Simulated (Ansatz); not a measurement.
Worked example: Mg(CH3)Br + C2HF2 → CH3Mg + C2HBrF2

Species: Mg(CH3)Br, singlet; C2HF2 `F/[C]=C\F`, doublet; CH3Mg `[CH3][Mg]`, doublet; C2HBrF2 `F/C=C(\F)Br`, singlet. A radical takes Br: the energy is the difference in strength between the Mg–Br bond broken and the C–Br bond made.

Shapes, held fixed at every level: PBE0-D4/def2-TZVP. Programs: Ansatz 0.2.0. Electronic energies: no zero-point or thermal term.

At B2PLYP/def2-TZVPP; 1 Eh = 2625.50 kJ/mol:

| species | energy (Eh) |
| --- | --- |
| Mg(CH3)Br | -2813.745917 |
| C2HF2 | -276.308404 |
| CH3Mg | -239.854986 |
| C2HBrF2 | -2850.168885 |

Problem. Work out ΔE of the reaction at this level.

Solution. 
1. Products less reactants: (-239.854986) + (-2850.168885) − [(-2813.745917) + (-276.308404)] = 0.030450 Eh = +79.9 kJ/mol.

Other levels give +55.6 (PBE-D4/def2-TZVPP) to +136.2 kJ/mol (HF/def2-TZVPP). No measured value is set beside it here. Spin contamination: C2HF2 (⟨S²⟩ up to 0.94). Open shells run unrestricted unless RO is named. Relativity is left out for Br unless named. Correlated rows may include outer-core shells of Br, Mg, which these sets cover unevenly.
